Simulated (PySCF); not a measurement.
# Telling isomers of C4H2B− apart by their spectra

These gas-phase data were calculated for one isomer of C4H2B− at PBE0-D3(BJ)/def2-SVPD (harmonic, unscaled wavenumbers; equilibrium rotational constants with average atomic masses):

| Item | Value |
| --- | --- |
| rotational constants | 33.08, 3.051, 2.794 GHz |
| all wavenumbers above 1500 cm⁻¹ | 3161, 3129, 2078, 1594 |

Candidates:

(1) `[C-]#CB1C=C1`, a singlet
(2) `[C-]#CC1=CB1`, a singlet
(3) `BC#CC#[C-]`, a singlet

Question: Which structure fits?

Answer: Candidate (1). No mode falls between 2350 and 2900 cm⁻¹, where the B–H stretch of (2), (3) would stand.

The same quantities for all candidates:

```
     rotational constants (GHz)  wavenumbers above 1500 cm⁻¹  E above the lowest, PBE0-D3(BJ)/def2-SVPD (kcal/mol)
(1)         33.08, 3.051, 2.794       3161, 3129, 2078, 1594                                                   0.0
(2)          28.3, 3.514, 3.126       3191, 2656, 2087, 1602                                                   2.8
(3)         232.9, 2.247, 2.226       2545, 2494, 2201, 2025                                                   2.8
```

Harmonic stretches to hydrogen usually lie a few per cent above observed fundamentals. Programs: PySCF 2.14.0.
